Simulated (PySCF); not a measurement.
H6Si3. Atoms are numbered in the order given.

```xyz
9

Si     1.3493     0.0000     0.0000
H      2.1661     0.0000     1.2472
H      2.1661     0.0000    -1.2472
Si    -0.6746     1.1685     0.0000
H     -1.0831     1.8759     1.2472
H     -1.0831     1.8759    -1.2472
Si    -0.6746    -1.1685     0.0000
H     -1.0831    -1.8759     1.2472
H     -1.0831    -1.8759    -1.2472
```

Geometry: PBE0-D3(BJ)/def2-SVP.

These are SMD-M06-2X/def2-SVP run with PySCF values and carry that method's errors.

Solvation free energies are E(SMD) − E(gas) at the gas-phase geometry, for 1 M in both phases. In vacuum the dipole moment is 0.00 D.

Q: Rank water, acetone, N,N-dimethylformamide by solvation free energy, most negative first.

A: acetone (-0.9 kcal/mol), N,N-dimethylformamide (-0.2 kcal/mol), water (2.7 kcal/mol)
